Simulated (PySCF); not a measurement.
Al(Me)(OH)2 (CH5AlO2), SMILES [CH3][Al]([OH])[OH]. Atoms are numbered in the order given.

```xyz
9

Al     0.0472    -0.0049     0.0000
C     -1.8884    -0.0011     0.0000
H     -2.2674     1.0355     0.0000
H     -2.2971    -0.4970    -0.8947
H     -2.2971    -0.4970     0.8947
O      0.8719    -0.0003    -1.4933
H      1.8137     0.0163    -1.6664
O      0.8719    -0.0003     1.4933
H      1.8137     0.0163     1.6664
```

Geometry optimised at ωB97X-D3(BJ)/def2-SVP. The isomer is the one that the SMILES or the coordinates give; other isomers of the formula were not compared. Other conformers were not sampled.

These are ωB97X-D3(BJ)/def2-SVP run with PySCF 2.14.0 values and carry that method's errors.

Frequencies are harmonic and unscaled.

Computed harmonic wavenumbers and intensities:
```json
[
 {"mode": "1", "ν (cm⁻¹)": "20", "IR (km/mol)": "0.1", "Raman (Å⁴/amu)": "0.0", "depolarisation": "–", "moving atoms (share of kinetic energy)": "H 96 %"},
 {"mode": "2", "ν (cm⁻¹)": "191", "IR (km/mol)": "0.0", "Raman (Å⁴/amu)": "0.7", "depolarisation": "0.75", "moving atoms (share of kinetic energy)": "O 35 %, H 28 %, C 22 %, Al 14 %"},
 {"mode": "3", "ν (cm⁻¹)": "241", "IR (km/mol)": "6.0", "Raman (Å⁴/amu)": "0.1", "depolarisation": "0.75", "moving atoms (share of kinetic energy)": "Al 52 %, H 27 %, O 17 %"},
 {"mode": "4", "ν (cm⁻¹)": "249", "IR (km/mol)": "29.7", "Raman (Å⁴/amu)": "2.2", "depolarisation": "0.74", "moving atoms (share of kinetic energy)": "O 51 %, H 25 %, Al 16 %, C 8 %"},
 {"mode": "5", "ν (cm⁻¹)": "291", "IR (km/mol)": "0.0", "Raman (Å⁴/amu)": "0.9", "depolarisation": "0.75", "moving atoms (share of kinetic energy)": "H 93 %"},
 {"mode": "6", "ν (cm⁻¹)": "374", "IR (km/mol)": "328.4", "Raman (Å⁴/amu)": "1.0", "depolarisation": "0.75", "moving atoms (share of kinetic energy)": "H 79 %, O 17 %"},
 {"mode": "7", "ν (cm⁻¹)": "467", "IR (km/mol)": "335.6", "Raman (Å⁴/amu)": "2.0", "depolarisation": "0.75", "moving atoms (share of kinetic energy)": "H 88 %, O 11 %"},
 {"mode": "8", "ν (cm⁻¹)": "563", "IR (km/mol)": "0.3", "Raman (Å⁴/amu)": "1.0", "depolarisation": "0.13", "moving atoms (share of kinetic energy)": "H 69 %, O 29 %"},
 {"mode": "9", "ν (cm⁻¹)": "612", "IR (km/mol)": "4.2", "Raman (Å⁴/amu)": "14.2", "depolarisation": "0.07", "moving atoms (share of kinetic energy)": "C 43 %, O 32 %, H 18 %"},
 {"mode": "10", "ν (cm⁻¹)": "666", "IR (km/mol)": "48.4", "Raman (Å⁴/amu)": "0.2", "depolarisation": "0.22", "moving atoms (share of kinetic energy)": "H 73 %, C 19 %"},
 {"mode": "11", "ν (cm⁻¹)": "700", "IR (km/mol)": "42.8", "Raman (Å⁴/amu)": "0.8", "depolarisation": "0.75", "moving atoms (share of kinetic energy)": "H 74 %, C 21 %"},
 {"mode": "12", "ν (cm⁻¹)": "858", "IR (km/mol)": "155.1", "Raman (Å⁴/amu)": "1.3", "depolarisation": "0.63", "moving atoms (share of kinetic energy)": "Al 42 %, O 39 %, H 14 %"},
 {"mode": "13", "ν (cm⁻¹)": "933", "IR (km/mol)": "167.0", "Raman (Å⁴/amu)": "1.4", "depolarisation": "0.75", "moving atoms (share of kinetic energy)": "Al 50 %, O 45 %"},
 {"mode": "14", "ν (cm⁻¹)": "1235", "IR (km/mol)": "35.0", "Raman (Å⁴/amu)": "2.4", "depolarisation": "0.01", "moving atoms (share of kinetic energy)": "H 77 %, C 22 %"},
 {"mode": "15", "ν (cm⁻¹)": "1440", "IR (km/mol)": "1.6", "Raman (Å⁴/amu)": "12.3", "depolarisation": "0.75", "moving atoms (share of kinetic energy)": "H 96 %"},
 {"mode": "16", "ν (cm⁻¹)": "1441", "IR (km/mol)": "2.3", "Raman (Å⁴/amu)": "9.9", "depolarisation": "0.75", "moving atoms (share of kinetic energy)": "H 95 %"},
 {"mode": "17", "ν (cm⁻¹)": "3063", "IR (km/mol)": "3.1", "Raman (Å⁴/amu)": "118.7", "depolarisation": "0.01", "moving atoms (share of kinetic energy)": "H 97 %"},
 {"mode": "18", "ν (cm⁻¹)": "3156", "IR (km/mol)": "5.5", "Raman (Å⁴/amu)": "86.1", "depolarisation": "0.74", "moving atoms (share of kinetic energy)": "H 91 %, C 9 %"},
 {"mode": "19", "ν (cm⁻¹)": "3175", "IR (km/mol)": "5.1", "Raman (Å⁴/amu)": "81.6", "depolarisation": "0.75", "moving atoms (share of kinetic energy)": "H 91 %, C 9 %"},
 {"mode": "20", "ν (cm⁻¹)": "4004", "IR (km/mol)": "31.4", "Raman (Å⁴/amu)": "47.7", "depolarisation": "0.75", "moving atoms (share of kinetic energy)": "H 94 %"},
 {"mode": "21", "ν (cm⁻¹)": "4007", "IR (km/mol)": "134.9", "Raman (Å⁴/amu)": "193.0", "depolarisation": "0.20", "moving atoms (share of kinetic energy)": "H 94 %"}
]
```
